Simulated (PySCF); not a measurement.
## Working out the ionisation energy of Ga(17+)

Ga(17+) [Ne] 3s2 3p2 (3P) → Ga(18+) [Ne] 3s2 3p1 (2P). Computed with PySCF 2.14 in an uncontracted even-tempered set (18 s from 1.4 bohr⁻², ratio 2.5; 12 p from 1.8 bohr⁻², ratio 2.5; 5 d from 8.7 bohr⁻², ratio 2.7; 4 f from 13 bohr⁻², ratio 2.7), with scalar relativity by spin-free X2C-1e. Frozen: 1s2; the 22 highest virtual orbitals dropped. Energies in hartree (1 hartree = 27.21139 eV):

```csv
part,Ga(17+) (lower),Ga(18+) (upper)
UHF,-1789.765181,-1766.370339
MP2 opposite-spin,-0.337594,-0.329000
MP2 same-spin,-0.115888,-0.103888
```

Question: What does Hartree-Fock give?

Answer: (-1766.370339) − (-1789.765181) = 23.394842 hartree = 636.606 eV.

Question: What do MP2 and SCS-MP2 (6/5 opposite-spin, 1/3 same-spin) give?

Answer: The opposite-spin parts differ by 0.234 eV and the same-spin parts by 0.327 eV. MP2: 636.606 + (0.234) + (0.327) = 637.167 eV. SCS-MP2: 636.606 + 1.2 × (0.234) + (0.327)/3 = 636.996 eV.

Reference: 640 ± 1.5 eV (semi-empirical (NIST evaluation); NIST Atomic Spectra Database, ionization energies), between the lowest levels; spin-orbit coupling is absent from the calculation.

What remains against the reference includes basis incompleteness, the frozen core and correlation beyond second order.
